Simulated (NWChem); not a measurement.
Species: SiH3TeF; SMILES F[Te][SiH3]

All runs: NWChem. All runs use the structure optimised with PBE0/def2-SVP. def2 effective core potentials on Te; no spin-orbit coupling. Level: PBE0/def2-SVPD; the question gives the wavelength of the field.

Q: Predict the results for field static. Quantities: isotropic polarisability (bohr³); anisotropy (bohr³).

A: 
* **isotropic polarisability (bohr³)**: 71.6
* **anisotropy (bohr³)**: 27.0
